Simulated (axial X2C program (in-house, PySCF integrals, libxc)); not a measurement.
# Bond lengths and stretching modes, held linear, of NZrO²⁺

Calculated with an in-house all-electron X2C program for linear molecules (integrals from PySCF): two-component X2C with atomic mean-field Coulomb and Gaunt terms, Gaussian nuclei, basis N dyall-av3z, Zr dyall-v3z, O dyall-av3z with contracted cores. Spin-free rows use the one-electron spin-free X2C Hamiltonian.

Masses N 14.003, Zr 89.905, O 15.995 u. States: 2c Ω = 3/2 (beyond evenly filled blocks: ω = 3/2); spin-free M_S = 3/2, Λ = 0 (beyond evenly filled blocks: σα, π+α, π-α).

LDA, 2c: energies above the lowest point

```tsv
r(N–Zr) (Å)	r(Zr–O) (Å)	E (meV)
2.6218	1.5990	87.87
2.6218	1.6400	0.00
2.6218	1.6810	15.36
2.6890	1.5990	100.11
2.6890	1.6400	15.54
2.6890	1.6810	34.23
2.6890	1.7220	137.39
2.7562	1.5990	118.97
2.7562	1.6400	37.16
2.7562	1.6810	58.60
2.8235	1.6400	63.15
2.8235	1.7220	195.07
```

**Question.** Fit a quadratic surface with cubic terms in each bond: where is the minimum, and what are the two stretching wavenumbers?

**Answer.** At LDA, 2c: bonds 2.523 and 1.655 Å; harmonic stretches 223.3 and 1068.5 cm⁻¹; force constants 0.365, 9.17 and coupling 0.16 mdyn/Å.

The other levels and Hamiltonians give:

```json
{"Hamiltonian": "2c", "level": "HF", "r(N–Zr) (Å)": "2.799", "r(Zr–O) (Å)": "1.607", "lower stretch (cm⁻¹)": "192.3", "upper stretch (cm⁻¹)": "1224.0"}
{"Hamiltonian": "spin-free", "level": "PBE0", "r(N–Zr) (Å)": "2.690", "r(Zr–O) (Å)": "1.639", "lower stretch (cm⁻¹)": "208.1", "upper stretch (cm⁻¹)": "1117.3"}
{"Hamiltonian": "spin-free", "level": "HF", "r(N–Zr) (Å)": "2.798", "r(Zr–O) (Å)": "1.608", "lower stretch (cm⁻¹)": "192.6", "upper stretch (cm⁻¹)": "1223.3"}
{"Hamiltonian": "spin-free", "level": "LDA", "r(N–Zr) (Å)": "2.523", "r(Zr–O) (Å)": "1.656", "lower stretch (cm⁻¹)": "223.1", "upper stretch (cm⁻¹)": "1068.0"}
```

Each state is one determinant, the lowest of a limited PBE0 search; the stretches come from a fit to these few points and carry an uncertainty of a few per cent. Other orders of the atoms were not compared. Left out for rough or failed fits: PBE0 2c, MP2 2c, MP2 spin-free. A multiply charged ion may be only metastable. The molecule was held linear; bending was not examined, so a bent shape may lie lower. Note: several unpaired electrons, one determinant need not be a pure state.
